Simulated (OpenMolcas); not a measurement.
**Tc⁴⁺: effect of the active space**

```
Program             : OpenMolcas
Method              : CASSCF or its RAS form
Basis               : ANO-RCC-VTZP
Scalar Hamiltonian  : DKH2, point nucleus
Spin-orbit coupling : state interaction with AMFI integrals over the reference wave functions, term energies averaged over their components
```

A. 3 electrons in 5 orbitals (4d); 2S+1 = 4 even, 10 roots; 2S+1 = 2 even, 40 roots; cost of the order of 11 core-seconds
B. 9 electrons in 8 orbitals (RAS1 4p, at most 2 holes; RAS2 4d); 2S+1 = 4 even, 10 roots; 2S+1 = 2 even, 40 roots; cost about 30 core-seconds
C. 3 electrons in 10 orbitals (4d 5d); 2S+1 = 4 even, 10 roots; 2S+1 = 2 even, 40 roots; cost about 22 core-seconds

Energies in cm⁻¹ above 4d³ ⁴F_3/2.

```tsv
Level	A	B	C
4d³ ⁴F_3/2	0.0	0.0	0.0
4d³ ⁴F_5/2	1036	1096	1041
4d³ ⁴F_7/2	2345	2467	2357
4d³ ⁴F_9/2	3835	4009	3854
4d³ ⁴P_1/2	14820	14005	14648
4d³ ⁴P_3/2	14875	13959	14707
4d³ ²G_7/2	16276	16384	16010
4d³ ⁴P_5/2	16446	15741	16313
4d³ ²G_9/2	17148	17423	16888
4d³ ²P_1/2	21175	19604	20914
4d³ ²H_9/2	21740	22771	21442
4d³ ²H_11/2	22129	23295	21844
4d³ ²D_5/2(1)	24188	22530	23835
4d³ ²F_7/2	34913	34419	34484
4d³ ²F_5/2	35350	34853	34916
4d³ ²D_5/2(2)	54149	50901	53146
4d³ ²D_3/2(2)	54653	51517	53594
```

Among A to C the level of the table that moves most is 4d³ ²D_5/2(2), by 3200 cm-1 (lowest in B, highest in A).

Without dynamic correlation excited terms often stand tens of per cent too high (terms of higher spin than the ground term too low), and those without a measured partner can miss by more than the paired ones. Active for correlation alone: 4p; no level in the range computed is led by a configuration that opens it, so any true level of that kind is missing (holds for B). Active for correlation alone: 5d; no level in the range computed is led by a configuration that fills it, so any true level of that kind is missing (holds for C). Only configurations of the active space appear. Levels that lie high or do not pair safely by name in every column are left out.

A number in round brackets counts repeated terms of one configuration in the order of the reference energies.
